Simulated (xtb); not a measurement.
C$_{3}$H$_{10}$N (SMILES CC(C)[NH3+]), charge +1, singlet, from a rough starting geometry; GFN2-xTB in xtb.

Here is a job for xtb.
```
$ xtb mol.xyz --gfn 2 --chrg 1 --opt vtight --json

# file mol.xyz
14

C     -0.36175892    -1.27784740     0.61329469
C      0.10068472     0.11456104     0.39310886
C     -0.90627421     1.04534192    -0.11049093
N      1.23968496     0.13380973    -0.68544380
H     -0.75960052    -1.69765535    -0.32764245
H      0.40348719    -1.89572742     0.87165143
H     -1.12208987    -1.26822671     1.33882453
H      0.56488655     0.58535921     1.32925078
H     -0.63142768     2.06480490    -0.31294987
H     -1.68245662     1.12771770     0.64445784
H     -1.38443623     0.69951126    -1.03514375
H      0.78440678    -0.19657881    -1.55594327
H      2.03312550    -0.58646061    -0.43926920
H      1.66545195     1.04960211    -0.81283153
```

**Question.** Write the output that xtb gives for this input, abridged.

**Answer.** 
```
   ID    Z sym.   atoms
    1    6 C      1-3
    2    7 N      4
    3    1 H      5-14

           -------------------------------------------------
          |                Calculation Setup                |
           -------------------------------------------------

           -------------------------------------------------
          |                 G F N 2 - x T B                 |
           -------------------------------------------------

          ...................................................
          :                      SETUP                      :
          :.................................................:
          :  # basis functions                  26          :
          :  # atomic orbitals                  26          :
          :  # shells                           18          :
          :  # electrons                        26          :
          :  max. iterations                   250          :
          :  Hamiltonian                  GFN2-xTB          :
          :  restarted?                      false          :
          :  GBSA solvation                  false          :
          :  PC potential                    false          :
          :  electronic temp.          300.0000000     K    :
          :  accuracy                    1.0000000          :
          :  -> integral cutoff          0.2500000E+02      :
          :  -> integral neglect         0.1000000E-07      :
          :  -> SCF convergence          0.1000000E-05 Eh   :
          :  -> wf. convergence          0.1000000E-03 e    :
          :  Broyden damping             0.4000000          :
          :  net charge                          1          :
          :  unpaired electrons                  0          :
          ...................................................

 iter      E             dE          RMSdq      gap      omega  full diag
   1    -14.1201639 -0.141202E+02  0.329E+00   10.57       0.0  T
   2    -14.2117082 -0.915443E-01  0.174E+00    8.93       1.0  T
   3    -14.2130259 -0.131778E-02  0.110E+00    8.69       1.0  T
   4    -14.2134625 -0.436570E-03  0.153E-01    8.41       1.0  T
   5    -14.2134739 -0.114146E-04  0.728E-02    8.41       1.0  T
   6    -14.2134768 -0.287091E-05  0.147E-02    8.44       1.8  T
   7    -14.2134778 -0.102428E-05  0.376E-03    8.44       7.1  T
   8    -14.2134778 -0.223648E-07  0.545E-04    8.44      49.0  T
   9    -14.2134778 -0.202348E-09  0.135E-04    8.44     198.6  T

   *** convergence criteria satisfied after 9 iterations ***

         :::::::::::::::::::::::::::::::::::::::::::::::::::::
         ::                     SUMMARY                     ::
         :::::::::::::::::::::::::::::::::::::::::::::::::::::
         :: total energy             -13.996632497690 Eh    ::
         :: gradient norm              0.131305149553 Eh/a0 ::
         :: HOMO-LUMO gap              8.437437297213 eV    ::
         ::.................................................::
         :: SCC energy               -14.213470223312 Eh    ::
         :: -> isotropic ES            0.107689321297 Eh    ::
         :: -> anisotropic ES         -0.012106110962 Eh    ::
         :: -> anisotropic XC          0.011058488602 Eh    ::
         :: -> dispersion             -0.005274056075 Eh    ::
         :: repulsion energy           0.216837725622 Eh    ::
         :: add. restraining           0.000000000000 Eh    ::
         :: total charge               1.000000000000 e     ::
         :::::::::::::::::::::::::::::::::::::::::::::::::::::

      -----------------------------------------------------------
     |                   =====================                   |
     |                        A N C O P T                        |
     |                   =====================                   |
     |               Approximate Normal Coordinate               |
     |                Rational Function Optimizer                |
      -----------------------------------------------------------
      -----------------------------------------------------------
     |                   =====================                   |
     |                        A N C O P T                        |
     |                   =====================                   |
     |               Approximate Normal Coordinate               |
     |                Rational Function Optimizer                |
      -----------------------------------------------------------

          ...................................................
          :                      SETUP                      :
          :.................................................:
          :   optimization level         verytight          :
          :   max. optcycles                   280          :
          :   ANC micro-cycles                  20          :
          :   degrees of freedom                36          :
          :.................................................:
          :   RF solver                   davidson          :
          :   write xtbopt.log                true          :
          :   linear?                        false          :
          :   energy convergence         0.1000000E-06 Eh   :
          :   grad. convergence          0.2000000E-03 Eh/α :
          :   maxmium RF displ.          1.0000000          :
          :   Hlow (freq-cutoff)         0.1000000E-01      :
          :   Hmax (freq-cutoff)         5.0000000          :
          :   S6 in model hess.         20.0000000          :
          ...................................................

generating ANC from exact Hessian ...
Using Lindh-Hessian (1995)
 Shifting diagonal of input Hessian by    0.0000000000000000
 Lowest  eigenvalues of input Hessian
    0.000000    0.000000    0.000000    0.000000    0.000000    0.000000
    0.010256    0.010809    0.010959    0.012786    0.014922    0.020442
    0.045543    0.056623    0.058522    0.066870    0.069089    0.075238
[...]
 * total energy  :   -14.0103257 Eh     change       -0.1369321E-01 Eh
 * total energy  :   -14.0123205 Eh     change       -0.1994804E-02 Eh
 * total energy  :   -14.0124438 Eh     change       -0.1232516E-03 Eh
 * total energy  :   -14.0124725 Eh     change       -0.2871728E-04 Eh
 * total energy  :   -14.0124786 Eh     change       -0.6129002E-05 Eh
 * total energy  :   -14.0124823 Eh     change       -0.3729346E-05 Eh
 * total energy  :   -14.0124851 Eh     change       -0.2714566E-05 Eh
 * total energy  :   -14.0124864 Eh     change       -0.1348476E-05 Eh
 * total energy  :   -14.0124871 Eh     change       -0.6737291E-06 Eh
 * total energy  :   -14.0124874 Eh     change       -0.3542934E-06 Eh
 * total energy  :   -14.0124876 Eh     change       -0.1947633E-06 Eh
 * total energy  :   -14.0124877 Eh     change       -0.9491360E-07 Eh
   *** GEOMETRY OPTIMIZATION CONVERGED AFTER 13 ITERATIONS ***
         :: total energy             -14.012487719302 Eh    ::
[...]
         :: -> anisotropic XC          0.011239616758 Eh    ::
         :: -> dispersion             -0.005270250899 Eh    ::
         :: repulsion energy           0.205846510821 Eh    ::
         :: add. restraining           0.000000000000 Eh    ::
         :: total charge               1.000000000000 e     ::
         :::::::::::::::::::::::::::::::::::::::::::::::::::::

           -------------------------------------------------
          |                Property Printout                |
           -------------------------------------------------

    * Orbital Energies and Occupations

         #    Occupation            Energy/Eh            Energy/eV
      -------------------------------------------------------------
         1        2.0000           -0.8935576             -24.3149
         2        2.0000           -0.8441074             -22.9693
         3        2.0000           -0.8073777             -21.9699
         4        2.0000           -0.8011237             -21.7997
         5        2.0000           -0.7741804             -21.0665
         6        2.0000           -0.7593506             -20.6630
         7        2.0000           -0.7210884             -19.6218
         8        2.0000           -0.6840519             -18.6140
         9        2.0000           -0.6594105             -17.9435
        10        2.0000           -0.6362176             -17.3124
        11        2.0000           -0.6315512             -17.1854
        12        2.0000           -0.6220194             -16.9260
        13        2.0000           -0.6200453             -16.8723 (HOMO)
        14                         -0.2662603              -7.2453 (LUMO)
        15                         -0.1699771              -4.6253
        16                         -0.1099282              -2.9913
        17                         -0.1013782              -2.7586
        18                         -0.0735708              -2.0020
        19                         -0.0159183              -0.4332
        20                         -0.0155586              -0.4234
        21                          0.0141383               0.3847
        22                          0.0412415               1.1222
        23                          0.0653132               1.7773
        24                          0.0753974               2.0517
       ...                                ...                  ...
        26                          0.1098551               2.9893
      -------------------------------------------------------------
                  HL-Gap            0.3537850 Eh            9.6270 eV
             Fermi-level           -0.4431528 Eh          -12.0588 eV

     #   Z          covCN         q      C6AA      α(0)
     1   6 C        3.756    -0.147    23.387     6.895
     2   6 C        3.778     0.034    20.021     6.375
     3   6 C        3.756    -0.147    23.387     6.895
     4   7 N        3.484    -0.142    24.058     7.285
     5   1 H        0.925     0.076     2.026     2.226
     6   1 H        0.925     0.071     2.072     2.251
     7   1 H        0.925     0.102     1.768     2.079
     8   1 H        0.924     0.097     1.815     2.107
     9   1 H        0.925     0.071     2.072     2.251
    10   1 H        0.925     0.102     1.768     2.079
    11   1 H        0.925     0.076     2.026     2.226
    12   1 H        0.859     0.272     0.805     1.405
    13   1 H        0.859     0.268     0.818     1.417
    14   1 H        0.859     0.268     0.818     1.417

 Mol. C6AA /au·bohr⁶  :        988.455716
 Mol. C8AA /au·bohr⁸  :      20209.791534
 Mol. α(0) /au        :         46.908707

Wiberg/Mayer (AO) data.
largest (>0.10) Wiberg bond orders for each atom

 ---------------------------------------------------------------------------
     #   Z sym  total        # sym  WBO       # sym  WBO       # sym  WBO
 ---------------------------------------------------------------------------
     1   6 C    3.977 --     2 C    1.016     6 H    0.979     5 H    0.979
                             7 H    0.969
     2   6 C    3.895 --     1 C    1.016     3 C    1.016     8 H    0.959
                             4 N    0.890
     3   6 C    3.977 --     2 C    1.016     9 H    0.979    11 H    0.979
                            10 H    0.969
     4   7 N    3.666 --    14 H    0.912    13 H    0.912    12 H    0.908
                             2 C    0.890
     5   1 H    0.994 --     1 C    0.979
     6   1 H    0.995 --     1 C    0.979
     7   1 H    0.990 --     1 C    0.969
     8   1 H    0.991 --     2 C    0.959
     9   1 H    0.995 --     3 C    0.979
    10   1 H    0.990 --     3 C    0.969
    11   1 H    0.994 --     3 C    0.979
    12   1 H    0.926 --     4 N    0.908
    13   1 H    0.928 --     4 N    0.912
    14   1 H    0.928 --     4 N    0.912
 ---------------------------------------------------------------------------

Topologies differ in total number of bonds
Writing topology from bond orders to xtbtopo.mol

molecular dipole:
                 x           y           z       tot (Debye)
 q only:        1.527       0.131      -0.836
   full:        1.763       0.148      -0.980       5.141
molecular quadrupole (traceless):
                xx          xy          yy          xz          yz          zz
 q only:        3.817       0.220      -2.419      -4.362      -0.851      -1.398
  q+dip:        3.996       0.543      -3.026      -4.114      -0.419      -0.971
   full:        4.129       0.439      -2.957      -4.450      -0.608      -1.172

optimized geometry written to: xtbopt.xyz

           -------------------------------------------------
          | TOTAL ENERGY              -14.012487719302 Eh   |
          | GRADIENT NORM               0.000038323852 Eh/α |
          | HOMO-LUMO GAP               9.626978838698 eV   |
           -------------------------------------------------

normal termination of xtb
```
